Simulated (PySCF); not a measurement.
GaHI2O, SMILES [OH][Ga]([I])[I].

Geometry: B3LYP-D3(BJ)/def2-SVP. The def2 effective core potentials stand for the cores of I; spin–orbit coupling is left out. Other conformers were not sampled.

Calculation: TDDFT-CAM-B3LYP/def2-SVPD run with PySCF 2.14.0.

Vertical excitations. The molecule is in vacuum. State labels are in the subgroup Cs.

Q: Estimate the UV-visible absorptions. (The exact figures need the calculation; the answer reports its results.)

A: 
| state | symmetry | energy (eV) | λ (nm) | f | main pairs |
|---|---|---|---|---|---|
| S1 | A' | 4.56 | 272 | 0.025 | HOMO→LUMO 95 % |
| S2 | A" | 4.66 | 266 | 0.000 | HOMO−1→LUMO 96 % |
| S3 | A' | 4.89 | 254 | 0.021 | HOMO−2→LUMO 95 % |
| S4 | A" | 4.98 | 249 | 0.013 | HOMO−3→LUMO 96 % |
| S5 | A" | 5.40 | 230 | 0.000 | HOMO→LUMO+1 99 % |
| S6 | A' | 5.68 | 218 | 0.003 | HOMO−1→LUMO+1 77 %, HOMO−4→LUMO 20 % |
| S7 | A" | 5.71 | 217 | 0.000 | HOMO−2→LUMO+1 98 % |
| S8 | A' | 6.08 | 204 | 0.024 | HOMO−3→LUMO+1 83 % |
| S9 | A" | 6.53 | 190 | 0.017 | HOMO−5→LUMO 91 % |
| S10 | A' | 6.60 | 188 | 0.622 | HOMO−4→LUMO 59 %, HOMO−1→LUMO+1 12 % |
| T1 | A' | 4.14 | 299 | 0 | HOMO→LUMO 94 % |
| T2 | A" | 4.32 | 287 | 0 | HOMO−1→LUMO 94 % |
| T3 | A' | 4.47 | 277 | 0 | HOMO−2→LUMO 93 % |
| T4 | A" | 4.59 | 270 | 0 | HOMO−3→LUMO 93 % |
Triplets are in the Tamm–Dancoff approximation, which puts them higher than full response would, so one can lie above its singlet here.
